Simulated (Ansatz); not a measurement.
`BC(=C)BO` + `C[SiH2]S[SiH3]` → `OBS[SiH3]` + `BC(=C)[SiH2]C`  (redistribution)

Isolated molecules relaxed with PBE0-D4/def2-TZVP in Ansatz; ΔE leaves out vibrations. CCSD(T)/CBS adds triple-zeta CCSD(T) − MP2 to the extrapolated MP2 energy (def2 sets, frozen cores). DFT in def2-TZVPP. One conformer a species, not always the lowest.

`BC(=C)BO`:

Z-matrix (Å, degrees):
```
B
C 1 1.539
H 1 1.204 2 121.7
H 1 1.198 2 120.7 3 180.0
C 2 1.348 1 117.9 3 179.9
B 2 1.565 1 123.7 3 -0.1
H 5 1.089 2 121.9 1 -180.0
H 5 1.088 2 122.0 1 0.0
O 6 1.351 2 122.0 1 0.1
H 6 1.201 2 121.6 1 -179.9
H 9 0.964 6 112.1 2 0.0
```

`C[SiH2]S[SiH3]`:

Z-matrix (Å, degrees):
```
C
Si 1 1.862
H 1 1.092 2 110.7
H 1 1.092 2 110.7 3 -120.3
H 1 1.093 2 110.1 3 119.8
S 2 2.144 1 107.6 3 60.2
H 2 1.488 1 111.3 3 -59.7
H 2 1.488 1 111.3 3 180.0
Si 6 2.133 2 98.4 1 -179.8
H 9 1.486 6 111.0 2 60.5
H 9 1.486 6 111.0 2 -60.5
H 9 1.483 6 106.4 2 -180.0
```

`OBS[SiH3]`:

Z-matrix (Å, degrees):
```
Si
S 1 2.136
H 1 1.493 2 110.4
H 1 1.481 2 108.8 3 -119.0
H 1 1.483 2 111.1 3 119.9
B 2 1.826 1 104.8 3 -18.1
O 6 1.345 2 127.3 1 3.2
H 6 1.193 2 114.5 1 -177.3
H 7 0.964 6 114.8 2 1.8
```

`BC(=C)[SiH2]C`:

Cartesian coordinates in Å:
```
B 1.553 0.797 0.911
C 0.857 0.230 -0.343
C 1.640 -0.307 -1.295
Si -1.004 0.267 -0.537
C -1.838 -0.682 0.843
H 0.933 1.280 1.817
H 2.749 0.755 0.988
H 1.246 -0.736 -2.215
H 2.724 -0.336 -1.183
H -1.363 -0.318 -1.862
H -1.469 1.682 -0.513
H -2.925 -0.631 0.750
H -1.542 -1.734 0.825
H -1.561 -0.267 1.815
```

(1) Is it downhill or uphill in electronic energy at CCSD(T)/CBS, and by how much? (An estimate is asked.)

(2) What do these levels give: B97M-V, r2SCANh-D4, ωB97X-V, CAM-B3LYP, SCS-MP2/def2-TZVPP, CCSD/def2-TZVPP? (An estimate is asked.)

Largest T1 diagnostic among the species: 0.014.

Results:

(1) Computed: Uphill: ΔE = +19.3 kJ/mol.

(2) Ansatz gave: B97M-V 18.8, r2SCANh-D4 18.1, ωB97X-V 19.8, CAM-B3LYP 19.2, SCS-MP2/def2-TZVPP 18.5, CCSD/def2-TZVPP 19.0 kJ/mol.

Leaving LDA and LC-ωPBE aside and taking each functional with its dispersion term where it has one, the values, not all of them listed here, spread over 9.0 kJ/mol, from revPBE-D4 to BHLYP-D4. From BLYP to BHLYP (50 % exact exchange), in def2-TZVPP and without D4, ΔE moves by +7.6 kJ/mol. In def2-TZVPP, CCSD(T) changes the Hartree–Fock value by −11.2 kJ/mol (the triples alone add −2.2 kJ/mol) and MP2 by −10.5 kJ/mol.
